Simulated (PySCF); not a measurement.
Vertical excitations of a molecule C5H5F from TDA-ωB97X/def2-SVPD in PySCF, as energy in eV (oscillator strength): 4.87 (0.000), 6.29 (1.192), 6.47 (0.000), 7.00 (0.001), 7.87 (0.038), 7.98 (0.442), 8.01 (0.054), 8.13 (0.000), 8.27 (0.000), 8.43 (0.085). Lowest triplet (TDA): 3.34 eV. Coordinates come from a PBE0-D3(BJ)/def2-SVP optimisation. Other conformers were not sampled.

Question: Identify the compound among the candidates.
A) C#C/C(F)=C/C
B) C#C[C@H](F)C=C
C) C=CC=C=CF
D) C=C=C(F)C=C

Answer: D, C=C=C(F)C=C
